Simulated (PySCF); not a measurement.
CCl3, SMILES Cl[C](Cl)Cl (connectivity only; charge and spin as stated), charge +1, multiplicity 1.

The structure is a stationary point at PBE0-D3(BJ)/def2-SVP. The spin state was assumed, not searched. The isomer is the one that the SMILES or the coordinates give; other isomers of the formula were not compared.

Calculation: TDDFT-PBE/def2-SVPD in PySCF.

Vertical excitations; the highest root listed may be one member of a degenerate set. Gas-phase values at a fixed geometry. State labels are in the subgroup C2v.

### Question
List the lowest excited states. (Estimate from the structure and the level; the computed values follow.)

### Answer

| state | symmetry | energy (eV) | λ (nm) | f | main pairs |
|---|---|---|---|---|---|
| S1 | A2 | 3.31 | 375 | 0.000 | HOMO→LUMO 100 % |
| S2 | A2 | 4.51 | 275 | 0.000 | HOMO−3→LUMO (degenerate set) |
| S3 | B2 | 4.51 | 275 | 0.000 | HOMO−4→LUMO (degenerate set) |
| S4 | A1 | 5.35 | 232 | 0.133 | HOMO−1→LUMO (degenerate set) |
| S5 | B1 | 5.35 | 232 | 0.133 | HOMO−2→LUMO (degenerate set) |
| S6 | B1 | 6.55 | 189 | 0.000 | HOMO→LUMO+1 99 % |
| S7 | B2 | 7.53 | 165 | 0.000 | HOMO−1→LUMO+1 (degenerate set) |
| S8 | A2 | 7.53 | 165 | 0.000 | HOMO−2→LUMO+1 (degenerate set) |
| S9 | A1 | 7.82 | 158 | 0.008 | HOMO−4→LUMO+1, HOMO→LUMO+2 (degenerate set) |
| S10 | B1 | 7.82 | 158 | 0.008 | HOMO−3→LUMO+1, HOMO→LUMO+3 (degenerate set) |
| T1 | A2 | 3.04 | 408 | 0 | HOMO→LUMO 100 % |
| T2 | A1 | 3.85 | 322 | 0 | HOMO−1→LUMO (degenerate set) |
| T3 | B1 | 3.85 | 322 | 0 | HOMO−2→LUMO (degenerate set) |
| T4 | A2 | 4.25 | 292 | 0 | HOMO−3→LUMO 100 % |
Triplets are in the Tamm–Dancoff approximation, which puts them higher than full response would, so one can lie above its singlet here.
